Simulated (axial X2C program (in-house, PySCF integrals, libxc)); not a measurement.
## SrSi⁺: bond constants with and without spin–orbit coupling

Computed with an in-house all-electron X2C program for linear molecules (integrals from PySCF). Spin-free means the one-electron spin-free X2C Hamiltonian; two-component (2c) means X2C with spin–orbit coupling and atomic mean-field two-electron Coulomb and Gaunt terms, so the difference of the two also holds small scalar two-electron terms. Basis: Sr dyall-cv3z [13s12p8d5f1g], Si dyall-v3z [8s7p2d1f] (cores contracted in-house); Gaussian nuclei, density fitting, unrestricted open shells. Masses: Sr 87.906 u, Si 27.977 u.

The run was started with this input:
```json
{
 "zs": [
  38,
  14
 ],
 "q": 1,
 "bas": [
  "dyall-cv3z",
  "dyall-v3z"
 ],
 "levels": [
  "PBE0",
  "HF",
  "BLYP"
 ],
 "cc": true,
 "r0": 3.01,
 "thr": -2.0,
 "nmax": 90,
 "npts": 10,
 "nst": 2,
 "ntry": 6
}
```
```bash
python so2c.py task.json out
```

Keys: zs atomic numbers; q charge; bas basis sets; levels methods; cc coupled cluster on or off; r0 starting distance in Å; thr threshold in hartree for freezing inner shells (an s shell follows its p shell); nmax most natural virtual spinors; npts points on the curve; nst determinants followed; ntry starts of the search. HF also brings MP2.

State, spin-free: M_S = 3/2, Λ = 0 (beyond evenly filled blocks: σα, π+α, π-α); electrons by block: σα: 13, σβ: 12, π+α: 6, π+β: 5, π-α: 6, π-β: 5, δ+α: 1, δ+β: 1, δ-α: 1, δ-β: 1. Fragments: Sr+ + Si.

State, 2c: Ω = 3/2 (⟨Sz⟩ = 1.50, ⟨Lz⟩ = 0.00 at PBE0); electrons by block: 1/2: 18, -1/2: 18, 3/2: 7, -3/2: 6, 5/2: 1, -5/2: 1. Fragments: Sr+ + Si.

```csv
Hamiltonian,level,Re (Å),ωe (cm⁻¹),ωexe (cm⁻¹),Be (cm⁻¹),αe (cm⁻¹),De (eV),D0 (eV),k (mdyn/Å),μ (D)
spin-free,PBE0,2.790,277.9,0.906,0.102,0.000431,1.67,1.66,0.966,-6.38
spin-free,HF,2.860,273.3,0.908,0.0971,0.00041,0.853,0.836,0.934,-8.43
spin-free,MP2,2.803,282.0,0.934,0.1011,0.000419,1.32,1.31,0.994,n/a
spin-free,CCSD,2.817,277.8,0.987,0.1001,0.000426,1.26,1.24,0.965,n/a
spin-free,CCSD(T),2.815,277.1,0.976,0.1002,0.000428,1.31,1.30,0.96,n/a
spin-free,BLYP,2.844,249.1,1.03,0.0982,0.000499,1.35,1.33,0.776,-5.30
2c,PBE0,2.790,277.9,0.906,0.102,0.000431,1.67,1.66,0.966,-6.37
2c,HF,2.860,273.2,n/a,0.0971,0.00041,0.850,0.833,0.933,-8.42
2c,MP2,2.803,282.0,0.942,0.1011,0.00042,1.33,1.32,0.994,n/a
2c,CCSD,2.817,277.9,0.987,0.1001,0.000425,1.26,1.25,0.965,n/a
2c,CCSD(T),2.815,277.2,0.975,0.1002,0.000427,1.32,1.30,0.961,n/a
```

Correlated methods: 13 electrons correlated (number of frozen shells: Sr 3 s, 2 p, 1 d; Si 2 s, 1 p), 235 virtual spin orbitals or spinors in MP2, 90 natural virtuals in coupled cluster.

Dipoles are positive if Si is the positive end and refer to the centre of mass.

Occupations by symmetry block were frozen at the best pattern of an incomplete PBE0 search. De is counted from the lowest determinant-based energies of the atoms at the same level, without counterpoise correction. Density functionals use the spin component along the axis (collinear). CCSD and (T) use frozen natural virtuals with an MP2 correction for the truncation; (T) itself is uncorrected, so its De runs slightly low. The 2c atoms are single determinants rather than J levels; their spin–orbit lowering is only partly caught, and De is too large by that part. This holds for PBE0, MP2, CCSD, CCSD(T). PBE0 can misorder states that lie within some tenths of an eV, so this need not be the ground state of the molecule. The nearest other spin-free determinant of the search, M_S = 1/2, Λ = 1, lies 0.77 eV up at the distance of the search. Without a current term, density functionals place determinants with orbital angular momentum somewhat too high. With several unpaired electrons one determinant need not be a pure state. At some level and bond length an empty orbital lies below a filled one. Some points did not converge and are left out. This is the top spin component of a Σ state; components of lower Ω are not single determinants and can lie lower. The stretched end of a curve changes character and is left out.

No reliable constants came from BLYP (2c): no minimum in range, unconverged points, a curve that is not smooth, a change of character along it, or the two Hamiltonians disagreeing along it.

Rough cost a point (2c) on 1 thread(s) of a shared host, integrals apart: PBE0 0.9 s, HF 0.8 s, CCSD(T) 6 s.

The whole task took 2.9 min on 1 thread of Arm Neoverse V1 (shared host).
